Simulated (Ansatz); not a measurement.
`CO[SiH2]S` + `C=NC(=N)O` → `C=N/C(O)=N\C` + `O[SiH2]S`  (substitution at a C–O bond)

Calculated with Ansatz (gas phase, PBE0-D4/def2-TZVP geometries, no zero-point term in ΔE). CCSD(T)/CBS is the MP2 limit (def2-TZVPP, def2-QZVPP) plus CCSD(T) − MP2 in def2-TZVPP, frozen cores. This one scheme is used for every species. DFT in def2-TZVPP. B3LYP here is the variant with VWN-RPA as its local correlation; programs differ in this. HSE06 is defined as in plane-wave codes. One conformer a species, not always the lowest.

| level | ΔE (kJ/mol) | difference from CCSD(T)/CBS |
| --- | --- | --- |
| PBE-D4 | -36.0 | -3.1 |
| revPBE-D4 | -35.1 | -2.2 |
| BLYP-D4 | -31.1 | 1.8 |
| B97M-V | -29.6 | 3.3 |
| PBE0-D4 | -34.3 | -1.4 |
| B3LYP-D4 | -30.3 | 2.6 |
| r2SCANh-D4 | -32.9 | 0.0 |
| HSE06-D4 | -34.4 | -1.5 |
| CAM-B3LYP-D4 | -29.4 | 3.5 |
| ωB97X-V | -28.5 | 4.4 |
| B2PLYP | -31.3 | 1.6 |
| PBE-QIDH | -34.5 | -1.6 |
| PBE | -35.4 | -2.5 |
| revPBE | -32.7 | 0.2 |
| BLYP | -30.0 | 2.9 |
| r2SCAN | -32.9 | 0.0 |
| PBE0 | -33.8 | -0.9 |
| B3LYP | -29.5 | 3.4 |
| r2SCANh | -32.7 | 0.2 |
| r2SCAN0 | -32.4 | 0.5 |
| HSE06 | -34.0 | -1.1 |
| BHLYP | -27.4 | 5.5 |
| CAM-B3LYP | -29.0 | 3.9 |
| LC-ωPBE | -31.5 | 1.4 |
| RPA@PBE/def2-TZVPP | -24.8 | 8.1 |
| HF/def2-SVP | -18.0 | 14.9 |
| MP2/def2-SVP | -33.4 | -0.5 |
| CCSD/def2-SVP | -26.2 | 6.7 |
| CCSD(T)/def2-SVP | -27.6 | 5.3 |
| HF/def2-TZVPP | -19.0 | 13.9 |
| MP2/def2-TZVPP | -36.8 | -3.9 |
| SCS-MP2/def2-TZVPP | -31.9 | 1.0 |
| CCSD/def2-TZVPP | -29.1 | 3.8 |
| CCSD(T)/def2-TZVPP | -31.0 | 1.9 |
| HF/def2-QZVPP | -18.8 | 14.1 |
| MP2/def2-QZVPP | -37.8 | -4.9 |
| SCS-MP2/def2-QZVPP | -33.0 | -0.1 |
| HF/CBS(def2) | -18.7 | 14.2 |
| MP2/CBS(def2) | -38.7 | -5.8 |
| CCSD/CBS(def2) | -31.0 | 1.9 |
| CCSD(T)/CBS | -32.9 | 0 |

**Question.** What do rigid-rotor, harmonic-oscillator terms from PBE0-D4/def2-TZVP frequencies (298.15 K, 1 bar) make of the CCSD(T)/CBS value? (Best estimate.)

**Answer.** The calculation gave: ΔZPE = -1.4 kJ/mol, ΔH = -34.8 kJ/mol, ΔS = -14 J/(mol·K), ΔG = -30.7 kJ/mol.

Largest T1 diagnostic among the species: 0.015.

At CCSD(T), def2-SVP lies +5.3 kJ/mol from the extrapolated value and def2-TZVPP +1.9 kJ/mol. Leaving LDA and LC-ωPBE aside and taking each functional with its dispersion term where it has one, the values, not all of them listed here, spread over 8.5 kJ/mol, from PBE-D4 to BHLYP-D4. LDA lies −7.5 kJ/mol from PBE without D4. In def2-TZVPP, CCSD(T) changes the Hartree–Fock value by −11.9 kJ/mol (the triples alone add −1.9 kJ/mol) and MP2 by −17.8 kJ/mol.
